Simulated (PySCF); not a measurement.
## Unknowns

[PySCF 2.14.0 with density-fitted response routines: GIAO PBE0/pcSseg-1 shieldings; structure optimised with GFN2-xTB; gas phase; no relativistic terms; averaged over atoms made equivalent by symmetry, fast rotation or ring inversion; one conformer]

References, each an isolated molecule treated in the same way: TMS for 1H (σref 31.72) and 13C (σref 186.93). Splittings of carbon signals by F and P are missing where no couplings were computed. Where no couplings were computed, multiplicities follow the n + 1 count of equivalent neighbours, and m marks all less simple cases (inequivalent or close neighbours, rings, F or P nearby). Shifts are as computed. Against solution values, carbons near 30 ppm lie about +3 ppm off and those near 130 ppm about +5 ppm. Of 1211 compounds with measured shifts, 218 miss one by over three times the rms of a fit or turn the order of signals round; such compounds aren't used in these exercises. OH and NH positions are gas-phase values without hydrogen bonding to other molecules.

**Question.** C5H11FO2Si. 1H NMR (400 MHz, computed): δ 6.73 (s, 1H), 5.27 (s, 2H), 4.50 (m, 2H), 3.79 (s, 3H), 2.45 (br s, 1H), 1.97 (m, 2H). 13C{1H} NMR (computed): δ 168.1 (CH), 112.0 (C), 84.6 (CH2), 60.1 (CH3), 33.8 (CH2). What is it?

**Answer.** SMILES [SiH2](/C(=C\OC)CCF)O. The formula gives 1 degree of unsaturation (no ring in the answer). 5 carbon signals for 5 carbons: no two carbons are equivalent. Carbon types of the structure: 1 × C, 1 × CH, 2 × CH2, 1 × CH3, leaving 3 H on heteroatoms. δC 168.1: alkene carbon bearing oxygen; an sp2 carbon further deshielded by the attached heteroatom. δC 112.0: β carbon of an enol-ether or enamine type C=C; the O or N lone pair pushes π density onto this β carbon and shields it. δC 84.6: sp3 CH2 bonded to F; deshielded by the electronegative neighbour. δC 60.1: methyl carbon bonded to O; the inductive effect lowers its shielding.

The data come from this structure; uniqueness wasn't tested.

**Question.** C6H5F3O. 1H NMR (400 MHz, computed): δ 8.06 (m, 1H), 6.41 (d, 1H), 3.00 (m, 1H), 2.98 (m, 1H), 2.90 (m, 1H). 13C{1H} NMR (computed): δ 202.7 (C), 174.2 (CH), 141.6 (CH), 134.2 (C), 51.6 (CH), 35.2 (CH2). Identify the compound.

**Answer.** `O=C1C=CC[C@@H]1C(F)(F)F`. The formula gives 3 degrees of unsaturation (1 ring in the answer). 6 carbon signals for 6 carbons: no two carbons are equivalent. Carbon types of the structure: 2 × C, 3 × CH, 1 × CH2, which accounts for all hydrogens. δC 202.7: ketone carbonyl carbon; low-lying n→π* states of the double bond to the heteroatom give a large paramagnetic term (-263 ppm). δC 174.2: β carbon of a C=C–C=O unit; conjugation with the carbonyl draws π density from the β position. δC 141.6: α carbon of a C=C–C=O unit; as expected for a trigonal carbon in a double bond. δC 134.2: CF3 carbon; 3 electronegative neighbours deshield it.

The shifts were computed for this structure.
